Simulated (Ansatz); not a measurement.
Consider the isomerisation: `FC[SiH2]CS` → `C[SiH2]SCF`.

Computed with Ansatz on PBE0-D4/def2-TZVP structures; ΔE is electronic, products minus reactants. CCSD(T)/CBS adds triple-zeta CCSD(T) − MP2 to the extrapolated MP2 energy (def2 sets, frozen cores). DFT in def2-TZVPP. B3LYP here is the variant with VWN-RPA as its local correlation; programs differ in this. Each species was taken in one conformer, which may not be the lowest.

`FC[SiH2]CS`:

Cartesian coordinates in Å:
```
F -0.584 1.948 1.274
C -0.050 0.691 1.555
Si 0.873 0.054 0.032
C -0.325 -0.089 -1.404
S -1.602 -1.335 -1.078
H 0.610 0.787 2.423
H -0.874 0.024 1.823
H 1.984 0.988 -0.300
H 1.437 -1.289 0.345
H 0.170 -0.279 -2.358
H -0.864 0.858 -1.501
H -0.774 -2.358 -0.809
```

`C[SiH2]SCF`:

Cartesian coordinates in Å:
```
C -1.382 -1.173 0.020
Si -0.837 0.466 0.715
S 0.312 1.628 -0.677
C 1.853 0.701 -0.633
F 1.767 -0.508 -1.287
H -1.967 -1.727 0.759
H -0.515 -1.772 -0.262
H -1.997 -1.024 -0.870
H -1.998 1.331 1.047
H 0.006 0.264 1.927
H 2.155 0.504 0.398
H 2.604 1.311 -1.138
```

(1) Is it downhill or uphill in electronic energy at CCSD(T)/CBS, and by how much? (Estimate.)

(2) What do these levels give: PBE0-D4, B3LYP-D4, ωB97M-V, r2SCAN, HF/def2-TZVPP, SCS-MP2/def2-QZVPP? (An estimate is asked.)

Largest T1 diagnostic among the species: 0.011.

## Answers

(1) Ansatz gave: Downhill: ΔE = -94.4 kJ/mol.

(2) Computed: PBE0-D4 -97.7, B3LYP-D4 -94.0, ωB97M-V -93.8, r2SCAN -101.0, HF/def2-TZVPP -93.6, SCS-MP2/def2-QZVPP -95.0 kJ/mol.
